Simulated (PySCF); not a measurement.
Zr(OH)2(NH2)2 (H6N2O2Zr), SMILES [NH2][Zr]([NH2])([OH])[OH], multiplicity 1.

The structure is a stationary point at PBE0-D3(BJ)/def2-SVP. The spin state was assumed, not searched. The structure was generated by enumeration; whether it is a known compound was not checked. The def2 effective core potentials stand for the cores of Zr; spin–orbit coupling is left out. Other conformers were not sampled.

Calculation: PBE/def2-TZVP in PySCF.

Computed frontier levels, gap, dipole moment and polarisability:
```
Quantity                                                                                                       Result
---------------------------------------------------------------------------------------------  ----------------------
highest occupied level                                                                                       -5.27 eV
lowest empty level                                                                                           -0.84 eV
orbital gap                                                                                                   4.43 eV
dipole moment                                                                                                  0.22 D
quadrupole, principal values (traceless, Buckingham form, about the centre of nuclear charge)  -2.14, -0.83, 2.97 D·Å
mean static polarisability                                                                      67.8 bohr³ (10.05 Å³)
polarisability, principal values                                                               66.1, 67.0, 70.3 bohr³
```
